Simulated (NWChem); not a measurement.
Species: CH$_{4}$F$_{2}$Ge; SMILES [GeH]([F])([CH3])[F]

All runs: NWChem. The geometry was optimised at PBE0/def2-SVP. Gas phase, vertical.

PBE0/def2-SVPD, TDA puts singlet state 3 at 8.85 eV with oscillator strength 0.144.

Give the wavelength, the transition dipole and the radiative lifetime of that state in vacuum.


1. λ = 1239.84/8.85 = 140 nm, or 71380 cm⁻¹.
2. f = (2/3) ΔE μ² in atomic units, so μ = √(1.5 f/ΔE) = 0.81 a.u. = 2.07 D.
3. τ = 1.499 s cm⁻² / (f ν²) = 2.0 ns, for a non-degenerate state that emits at the vertical energy; a higher state like this one mostly decays faster by other paths.
